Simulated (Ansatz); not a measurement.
CH5BrInN (`[CH3][In]([NH2])[Br]`). Total charge 0; spin multiplicity 1. In takes the def2 core potential. Geometry: relaxed with PBE0-D4/def2-TZVP. It is one conformer, not always the lowest.

```xyz
9

C     1.197    0.415   -1.211
In   -0.001   -0.372    0.362
N    -1.718    0.250    1.186
Br    0.867   -2.325    1.645
H     2.183    0.657   -0.813
H     1.309   -0.344   -1.985
H     0.743    1.309   -1.636
H    -2.376    0.797    0.653
H    -2.204   -0.389    1.798
```

What is the dipole moment at B3LYP/def2-TZVPP? (Estimate.)

Computed: 3.53 D, with components (-1.23, 2.23, -2.45) D in this frame, pointing from negative to positive charge.

And with PBE, r2SCAN, ωB97M-V? (An estimate is asked.)

The calculation gave: PBE 3.45 D, r2SCAN 3.57 D, ωB97M-V 3.54 D.

Give the Mulliken charges with B3LYP, PBE, r2SCAN in def2-TZVPP. (Estimate.)

The calculation gave: 
| atom | B3LYP | PBE | r2SCAN |
| --- | --- | --- | --- |
| C1 | -0.53 | -0.51 | -0.43 |
| In2 | 0.78 | 0.70 | 0.76 |
| N3 | -0.48 | -0.47 | -0.53 |
| Br4 | -0.42 | -0.40 | -0.41 |
| H5 | 0.12 | 0.13 | 0.10 |
| H6 | 0.12 | 0.12 | 0.10 |
| H7 | 0.12 | 0.12 | 0.09 |
| H8 | 0.13 | 0.14 | 0.15 |
| H9 | 0.15 | 0.16 | 0.17 |

B3LYP here is the variant with VWN-RPA as its local correlation; programs differ in this.
